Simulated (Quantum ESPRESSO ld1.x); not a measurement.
Results of a calculation; reference values are marked as such.
Problem. Excited configurations of Tc I: one electron is placed in a higher orbital outside [Kr] 4d5 5s1. The ground configuration is [Kr] 4d5 5s2. Level of theory: scalar-relativistic Kohn-Sham, PW91, spin-unpolarised, spherical densities, point nucleus (ld1.x of Quantum ESPRESSO 7.5). Excitation = E - E(ground); binding = E(ion) - E, where the ion is the core of charge +1; n* = 1/sqrt(2 binding) in atomic units, and the quantum defect is n - n*.

| outer orbital | excitation (eV) | binding (eV) | n* | quantum defect | eigenvalue (eV) | <r> (bohr) |
|---|---|---|---|---|---|---|
| 4f | 7.289 | 0.928 | 3.829 | 0.171 | -0.431 | 16.88 |
| 5p | 3.779 | 4.439 | 1.751 | 3.249 | -2.126 | 4.511 |
| 5d | 6.580 | 1.638 | 2.882 | 2.118 | -0.724 | 10.18 |
| 5f | 7.574 | 0.644 | 4.596 | 0.404 | -0.367 | 28.78 |
| 6s | 5.738 | 2.480 | 2.342 | 3.658 | -1.448 | 8.818 |
| 6d | 7.187 | 1.031 | 3.633 | 2.367 | -0.575 | 19.04 |
| 6f | 7.754 | 0.464 | 5.416 | 0.584 | -0.286 | 43.40 |
| 7s | 6.898 | 1.319 | 3.211 | 3.789 | -0.806 | 16.97 |
| 7p | 7.181 | 1.036 | 3.624 | 3.376 | -0.634 | 20.63 |
| 7d | 7.544 | 0.673 | 4.495 | 2.505 | -0.421 | 30.64 |

Estimate the row for 6p.

Solution. excitation (eV) 6.413; binding (eV) 1.804; n* 2.746; quantum defect 3.254; eigenvalue (eV) -1.022; <r> (bohr) 11.25. The Delta-SCF ionisation energy is 8.218 eV (NIST Atomic Spectra Database: 7.119 eV, measured). Self-interaction in the functional shifts the binding energies and quantum defects, so they are the method's values and not measured ones. Spin polarisation and multiplet splitting are left out, so open shells lie too high by an amount that depends on their filling.

Beside tabulated values, note that spin-unpolarised runs miss the spin-polarisation part of the exchange energy of open shells.
